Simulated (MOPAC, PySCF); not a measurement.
C4H6SSi, SMILES `c1ccsc1[SiH3]`, neutral singlet in the gas phase. 

Cartesian coordinates (Å):
SMILES: s1c(ccc1)[SiH3]
```xyz
12

Si    -2.2115    -0.1535     0.0474
C     -0.3579    -0.1861     0.0715
C      0.4870     0.8240    -0.3231
C      1.8573     0.5031    -0.1879
C      2.0458    -0.7534     0.3104
S      0.5610    -1.5298     0.6089
H     -2.6210     1.1730    -0.4800
H     -2.7605    -1.2249    -0.8242
H     -2.7740    -0.3407     1.4103
H      0.1271     1.7729    -0.7008
H      2.6677     1.1712    -0.4473
H      2.9792    -1.2559     0.5149
```
Charge 0, multiplicity 1.

All levels are single points at this geometry (PBE0-D3(BJ)/def2-TZVP); Pople sets use spherical d functions. Orbital energies aren't observables, and empty levels follow the basis.

PBE-D3(BJ)/def2-TZVP in PySCF gives gap (eV) = 4.35.

Task: Estimate the gap (eV) from each of these levels: PBE0-D3(BJ)/def2-TZVP in PySCF; ωB97X-D3(BJ)/def2-TZVP in PySCF; B3LYP/3-21G in PySCF; B3LYP/6-31G* in PySCF; B3LYP/LANL2DZ in PySCF; M06-2X/6-31G* in PySCF; PBE/6-31G* in PySCF; HF/3-21G in PySCF; HF/6-31G* in PySCF; AM1 in MOPAC; PM6 in MOPAC; PM7 in MOPAC.

Result: 
| level | gap (eV) |
|---|---|
| PBE0-D3(BJ)/def2-TZVP in PySCF | 6.20 |
| ωB97X-D3(BJ)/def2-TZVP in PySCF | 10.45 |
| B3LYP/3-21G in PySCF | 6.08 |
| B3LYP/6-31G* in PySCF | 5.90 |
| B3LYP/LANL2DZ in PySCF | 6.00 |
| M06-2X/6-31G* in PySCF | 8.26 |
| PBE/6-31G* in PySCF | 4.42 |
| HF/3-21G in PySCF | 12.12 |
| HF/6-31G* in PySCF | 11.92 |
| AM1 in MOPAC | 9.27 |
| PM6 in MOPAC | 8.64 |
| PM7 in MOPAC | 8.64 |
